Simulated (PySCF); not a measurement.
**ZrO(OH) + HCl → ZrOCl + H₂O**

Level: PBE0 in the def2-TZVP basis family, computed in PySCF with density fitting; scalar-relativistic core potentials for atoms from Rb on, none lighter, no spin–orbit coupling; open shells unrestricted.

| species | state and structure | E (Eh) | ZPE (kJ/mol) | H(298 K) − H(0) (kJ/mol) | S° (J/(mol K)) |
| --- | --- | --- | --- | --- | --- |
| ZrO(OH) | doublet, Cs, O–H 0.958 Å, Zr–O 1.732 Å, Zr–O 1.933 Å; H–O–Zr 131.7°, O–Zr–O 108.0° | -198.06463 | 40.7 | 12.9 | 290.3 |
| HCl | singlet, C∞v, H–Cl 1.279 Å | -460.66440 | 17.9 | 8.7 | 186.6 |
| ZrOCl | doublet, Cs, Zr–Cl 2.352 Å, Zr–O 1.722 Å; Cl–Zr–O 109.8° | -582.36426 | 9.4 | 12.4 | 296.6 |
| H₂O | singlet, C2v, O–H 0.960 Å (×2); H–O–H 105.1° | -76.37736 | 56.5 | 9.9 | 188.7 |

Q: What is the electronic reaction energy?

A: At PBE0/def2-TZVP, ΔE = -33.1 kJ/mol from the differences of the total energies times 2625.5, downhill. 

Q: Add zero-point, thermal and entropy terms for 298.15 K and 1 bar.

A: ΔZPE = 7.3 and Δ[H(298) − H(0)] = 0.7 kJ/mol give ΔH° = -25.1 kJ/mol. ΔS° = 8.4 J/(mol K), so ΔG° = -25.1 − 298.15 × (0.0084) = -28 kJ/mol and log₁₀K = 4.8.

Open d or f shells are single determinants, so the state found may not be the ground state. Each species is the lowest minimum found with this bonding; other isomers or fragments can lie lower.
